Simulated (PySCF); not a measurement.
Input of a run (PBE0-D3(BJ)/def2-SVP geometry optimisation, gas phase (PySCF 2.14.0)), started from GFN2-xTB:
```
{"job": {"xc": "PBE0", "basis": "def2-SVP", "d3": "d3bj", "grid": 1, "shake": 0.01, "kind": "geom"}, "charge": 0, "multiplicity": 1}
C     -2.086720    -0.026900     0.893080
C     -1.367070    -0.278180    -0.379270
C     -0.060590    -0.197030    -0.481900
Cl     0.777250    -0.530340    -1.995820
O      0.772560     0.123710     0.508200
Si     2.406720     0.277440     0.565270
H     -1.407880     0.260760     1.685250
H     -2.796290     0.821710     0.736630
H     -2.676800    -0.876670     1.205830
H     -1.938180    -0.549800    -1.237310
H      2.512260     0.645590     1.976470
H      3.043650    -1.005330     0.249430
H      2.826910     1.318150    -0.371970
```

Output (energies in Eh, forces in Eh/bohr):
```
step   0  E = -942.57947075  max force = 0.034633
step   1  E = -942.58508905  max force = 0.007568
step   2  E = -942.58530543  max force = 0.001483
step   3  E = -942.58529783  max force = 0.001105
step   4  E = -942.58532903  max force = 0.000277
step   5  E = -942.58532969  max force = 0.000296
optimisation converged
```

**Question.** Summarise the run.

**Answer.** The energy falls by 0.159 eV over 6 energy and gradient evaluations, the largest force component goes from 0.0346 to 3.0e-04 Eh/bohr, and the atoms move by 0.073 Å rms after alignment. The bond that changes most is O5–Si6 (silyl ether oxygen to oxygen-bound silicon), which lengthens by 0.048 Å. Bonds longer at the end by more than 0.005 Å: 9 of 12; shorter: 2. Among the angles that change most is O5–Si6–H11, from 97.4° to 103.1°. The energy rose by more than 1e-6 Eh at step 3. The first step brought 96 % of the lowering.

**Question.** What are the final bond lengths?

**Answer.** C1–C2 1.491 Å, C2=C3 1.336 Å, C3–Cl4 1.753 Å, C3–O5 1.335 Å, O5–Si6 1.691 Å, C1–H7 1.098 Å, C1–H8 1.103 Å, C1–H9 1.103 Å, C2–H10 1.092 Å, Si6–H11 1.486 Å, Si6–H12 1.489 Å, Si6–H13 1.489 Å. Numbering counts from 1 in the input's order; the species is `C/C=C(/Cl)O[SiH3]`.

The run used 127 basis functions and 39 SCF cycles in all. On an Arm Neoverse V1 with one thread, shared host with 32 logical CPUs at a one-minute load of 15, this took 40 s and 0.53 GiB of memory at its peak.

Not checked by PBE0-D3(BJ)/def2-SVP frequencies. One conformer, not necessarily the lowest.

Shape of the structure used: `[CH3:1]/[CH:2]=[C:3](/[Cl:4])[O:5][SiH3:6]`: C2–C3–O5–Si6 180°.
